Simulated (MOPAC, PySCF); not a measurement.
C₇H₁₂BN, SMILES `BC1(C#N)CCCCC1`, neutral singlet in the gas phase. 

Cartesian coordinates (Å):
```xyz
21

B     -1.7907     0.4475     0.9568
C     -0.9743     0.1029    -0.3631
C     -2.1493     0.1589    -1.2288
N     -3.1356     0.2246    -1.8380
C     -0.3421    -1.3017    -0.3590
C      0.8416    -1.3368     0.6008
C      1.8744    -0.2673     0.2627
C      1.2469     1.1214     0.2096
C      0.0656     1.1704    -0.7524
H     -2.2930    -0.4440     1.5965
H     -1.9557     1.6009     1.2712
H     -1.0965    -2.0516    -0.0777
H     -0.0029    -1.5500    -1.3798
H      1.3031    -2.3367     0.5889
H      0.4740    -1.1805     1.6326
H      2.3230    -0.4977    -0.7205
H      2.6998    -0.2874     0.9918
H      0.9008     1.4078     1.2207
H      1.9973     1.8733    -0.0810
H      0.4141     0.9789    -1.7822
H     -0.4008     2.1670    -0.7490
```
Charge 0, multiplicity 1.

All levels are single points at this geometry (PBE0-D3(BJ)/def2-SVP); Pople sets use spherical d functions. Orbital energies aren't observables, and empty levels follow the basis.

```
level                            HOMO (eV)  LUMO (eV)  gap (eV)  dipole (D)  vertical IE, Delta-SCF (eV)
-------------------------------  ---------  ---------  --------  ----------  ---------------------------
TPSSh-D3(BJ)/def2-TZVP in PySCF      -7.96      -2.37      5.59        4.31                        10.23
M06-2X/6-31G* in PySCF               -9.71      -0.76      8.95        4.06                            –
PBE/6-31G* in PySCF                  -7.15      -2.69      4.46        3.99                            –
SVWN5/6-31G* in PySCF                -7.25      -3.00      4.25        4.05                            –
AM1 in MOPAC                        -10.98       0.88     11.86        2.96                            –
PM6 in MOPAC                        -10.83      -0.65     10.19        3.74                            –
```
